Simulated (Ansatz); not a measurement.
## Worked example: the barrier

An elementary step of SiNH₃F₂, closed shell (SiF₂ + NH₃ → SiNH₃F₂ ([NH2][SiH]([F])[F]); bonds formed: Si1–H4; dative contacts that become bonds: Si1–N5; bonds broken: H4–N5). “Start” is the structure reached by relaxing down from the saddle towards the reactants; PBE0-D4/def2-TZVP structures. The saddle:

```tsv
atom	x (Å)	y (Å)	z (Å)
Si1	-0.3050	-0.9015	-0.3331
F2	1.0767	-1.2501	-1.0688
F3	-1.3130	-0.4730	-1.5027
H4	-0.2140	-0.4763	1.2289
N5	0.1663	0.6675	0.5125
H6	-0.5249	1.3980	0.6453
H7	1.1140	1.0354	0.5179
```

Program: Ansatz 0.2.0. Basis: def2-TZVPP and def2-QZVPP. Cores are frozen in the correlated methods.

Energies in eV:

| quantity | saddle | start |
| --- | --- | --- |
| Hartree–Fock, triple zeta (X = 3) | -14807.47652 | -14809.92025 |
| Hartree–Fock, quadruple zeta (X = 4) | -14808.09604 | -14810.52171 |
| MP2 correlation, X = 3 | -23.36692 | -22.78245 |
| MP2 correlation, X = 4 | -25.40625 | -24.81295 |
| CCSD(T) correlation, X = 3 | -24.56752 | -24.04276 |

Task: Work out the barrier at the basis limit: extrapolate Hartree–Fock as E(X) = E∞ + A exp(−7.88 √X) and the MP2 correlation as E(X) = E∞ + B X^−2.97 (the exponents that Neese and Valeev fitted for def2-TZVPP and QZVPP), then add CCSD(T) − MP2 in triple zeta.

Result: Each step is linear, so take the differences first (saddle − start): Hartree–Fock 2.44373 (X = 3) and 2.42567 (X = 4); MP2 correlation -0.58447 and -0.59330; CCSD(T) correlation -0.52476.
Two points give E∞ = E(4) + w [E(4) − E(3)], with w = 1/(exp(7.88 (2 − √3)) − 1) = 0.1377 for Hartree–Fock and w = 1/((4/3)^2.97 − 1) = 0.7407 for the correlation.
Hartree–Fock: 2.42567 + 0.1377 × (-0.01806) = 2.4232 eV.
MP2 correlation: -0.59330 + 0.7407 × (-0.00883) = -0.5998 eV.
CCSD(T) − MP2: -0.52476 − (-0.58447) = 0.0597 eV.
Sum: 2.4232 + (-0.5998) + 0.0597 = 1.8831 eV, or 43.43 kcal/mol. Plain CCSD(T) in triple zeta gives 1.9190 eV, so the larger basis shifts the result by -0.0359 eV.

The T1 diagnostic stays at or below 0.014. The restricted Hartree–Fock reference is unstable towards an unrestricted one at one or more of these structures.

Losses and insertions of silylenes and their heavier kin drive the gas-phase chemistry of silicon and germanium vapour deposition.

Labels in which every atom is bracketed show which atoms are joined, not bond orders.

For scale, one of the runs: CCSD(T)/def2-TZVPP, 177 basis functions, launched by `ansatz run in.yaml --threads 2 --pin off --events-out ev --progress --plain --max-ram 4352MiB`. Time: 57 s of wall clock on 2 CPU threads of an Arm Neoverse V1; the host was shared. Peak host memory: 1.7 GiB.
